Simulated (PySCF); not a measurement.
Atoms are numbered as in `[CH3:1][CH2:2][O:3][c:4]1[n:5][o:6][cH:7][c:8]1[O:9][SiH3:10]` (H(Xn): hydrogen on atom n).

Computational details: PBE0/pcSseg-1 with gauge-including orbitals, geometry: GFN2-xTB, in PySCF (a single conformation, averaged over atoms made equivalent by symmetry, fast rotation or ring inversion, relativity neglected, no solvent model).

Shifts are taken against calculated references (same method and geometry level): ¹³C (σ = 186.93 ppm) vs TMS.

**Question.** Do the ¹³C shifts follow the atomic charges (in e)? Tabulate both.

**Answer.** 
| atoms | hybridisation | δ (ppm) | σ para (ppm) | Hirshfeld | IAO | Mulliken | ESP-fitted |
| --- | --- | --- | --- | --- | --- | --- | --- |
| C4 | sp2 | 169.4 | -238 | +0.10 | +0.25 | +0.41 | +0.61 |
| C7 | sp2 | 150.3 | -218 | -0.00 | -0.02 | +0.24 | -0.08 |
| C8 | sp2 | 137.5 | -205 | +0.03 | +0.10 | +0.09 | -0.01 |
| C2 | sp3 | 67.5 | -125 | +0.02 | -0.05 | +0.01 | +0.21 |
| C1 | sp3 | 14.8 | -77 | -0.13 | -0.44 | -0.31 | -0.36 |

Correlation coefficients of δ with charge over these carbons: Hirshfeld +0.84, IAO +0.91, Mulliken +0.95, ESP-fitted +0.63; with the paramagnetic shielding -1.00. With so few points, grouped by hybridisation, these coefficients are fragile. Charge is one influence among several: hybridisation and low-lying excitations act through the paramagnetic term.

Shifts are as computed. Against solution values, carbons near 30 ppm lie about +3 ppm off and those near 130 ppm about +5 ppm. Of 1309 compounds with measured shifts, 239 miss one by over three times the rms of a fit or turn the order of signals round; such compounds aren't used in these exercises.
